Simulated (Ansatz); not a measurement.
`C[CH2][AlH][SiH3]` + `C[CH2][AlH2]` → `C[CH2][AlH][AlH][SiH3]` + `CC`  (formal exchange of groups at the Al–C bond)

Isolated molecules relaxed with PBE0-D4/def2-TZVP in Ansatz; ΔE leaves out vibrations. CCSD(T)/CBS adds triple-zeta CCSD(T) − MP2 to the extrapolated MP2 energy (def2 sets, frozen cores). This one scheme is used for every species. DFT in def2-TZVPP. B3LYP here is the variant with VWN-RPA as its local correlation; programs differ in this. One conformer a species, not always the lowest.

```csv
level,ΔE (eV)
B3LYP-D4,-0.23
ωB97X-V,-0.22
ωB97M-V,-0.12
B3LYP,-0.26
MP2/def2-TZVPP,-0.17
HF/def2-QZVPP,-0.26
SCS-MP2/def2-QZVPP,-0.18
CCSD/CBS(def2),-0.25
```

(1) What does CCSD(T)/CBS give? (Best estimate.)

Largest T1 diagnostic among the species: 0.012.

Results:

(1) Ansatz gave: -0.25 eV. The listed levels differ from it by 0.02, 0.03, 0.13, -0.01, 0.08, -0.01, 0.07, 0.00 eV.

The D4 term adds +0.03 eV with B3LYP and +0.02 eV with PBE0; it sums over pairs of atoms, weighted by their polarisabilities, and B3LYP, whose exchange is more repulsive, gets the larger term.
